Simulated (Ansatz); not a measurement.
Cost and result for the atomization energy of `B[CH]([SiH3])[GeH3]` (13 atoms, 12 bonds).

Z-matrix (Å, degrees):
```
C
Si 1 1.870
Ge 1 1.996 2 107.1
B 1 1.529 2 117.1 3 -109.1
H 1 1.093 2 111.7 3 115.7
H 2 1.486 1 109.5 3 65.7
H 2 1.490 1 111.1 3 -54.3
H 2 1.488 1 110.5 3 -174.0
H 3 1.540 1 111.0 2 -148.8
H 3 1.535 1 107.2 2 92.1
H 3 1.535 1 109.5 2 -28.3
H 4 1.201 1 119.7 2 41.7
H 4 1.198 1 121.6 2 -141.9
```

Total charge 0; spin multiplicity 1. Correlated methods include outer-core shells of Ge, which these sets cover unevenly. Scalar relativity is left out up to krypton. Geometry: relaxed with PBE0-D4/def2-TZVP. Program: Ansatz. All runs use 4 threads of an Arm Neoverse V1 on a shared host. Times are those of one run each, without the atoms' runs, and a repeat can differ threefold. Electronic energies, without spin–orbit coupling; frozen cores. CCSD(T)/CBS adds CCSD(T) − MP2 in def2-TZVPP to the MP2 limit, and its time is that of the two runs behind it. T1 = 0.012. With those shells the extrapolation isn't a true limit. B3LYP takes the VWN-RPA correlation (the form of Gaussian; ORCA's B3LYP/G).

CCSD(T)/CBS is a level of theory with its own doubt, some kJ/mol a heavy atom from the limit and from the frozen cores, so smaller differences don't rank the functionals.

```json
{"level": "PBE-D4/def2-TZVPP (with forces)", "functions": "278", "wall time": "3.5 s", "atomization (kJ/mol)": "4109.2", "difference from CCSD(T)/CBS": "-22.8", "per bond": "-1.9"}
{"level": "PBE0-D4/def2-TZVPP", "functions": "278", "wall time": "4.2 s", "atomization (kJ/mol)": "4103.4", "difference from CCSD(T)/CBS": "-28.6", "per bond": "-2.4"}
{"level": "r2SCAN-D4/def2-TZVPP (with forces)", "functions": "278", "wall time": "7 s", "atomization (kJ/mol)": "4138.4", "difference from CCSD(T)/CBS": "6.4", "per bond": "0.5"}
{"level": "B3LYP-D4/def2-TZVPP (with forces)", "functions": "278", "wall time": "7 s", "atomization (kJ/mol)": "4124.3", "difference from CCSD(T)/CBS": "-7.7", "per bond": "-0.6"}
{"level": "B2PLYP/def2-TZVPP", "functions": "278", "wall time": "7.5 s", "atomization (kJ/mol)": "4076.6", "difference from CCSD(T)/CBS": "-55.4", "per bond": "-4.6"}
{"level": "ωB97X-V/def2-TZVPP", "functions": "278", "wall time": "12 s", "atomization (kJ/mol)": "4152.0", "difference from CCSD(T)/CBS": "20.0", "per bond": "1.7"}
{"level": "ωB97M-V/def2-TZVPP (with forces)", "functions": "278", "wall time": "17 s", "atomization (kJ/mol)": "4128.8", "difference from CCSD(T)/CBS": "-3.2", "per bond": "-0.3"}
{"level": "MP2/def2-QZVPP", "functions": "543", "wall time": "38 s", "atomization (kJ/mol)": "4088.5", "difference from CCSD(T)/CBS": "-43.5", "per bond": "-3.6"}
{"level": "CCSD(T)/def2-TZVPP", "functions": "278", "wall time": "4.6 min", "atomization (kJ/mol)": "4054.5", "difference from CCSD(T)/CBS": "-77.5", "per bond": "-6.5"}
{"level": "CCSD(T)/CBS(def2)", "functions": "–", "wall time": "5.3 min", "atomization (kJ/mol)": "4132.0", "difference from CCSD(T)/CBS": "0.0", "per bond": "0.0"}
```

The D4 term adds +47.4 kJ/mol with B3LYP and +24.9 kJ/mol with PBE0; it sums over pairs of atoms, weighted by their polarisabilities, and B3LYP, whose exchange is more repulsive, gets the larger term. In def2-TZVPP, CCSD(T) changes the Hartree–Fock value by +875.7 kJ/mol (the triples alone add +38.6 kJ/mol) and MP2 by +864.3 kJ/mol; breaking electron pairs costs correlation energy, which Hartree–Fock lacks.
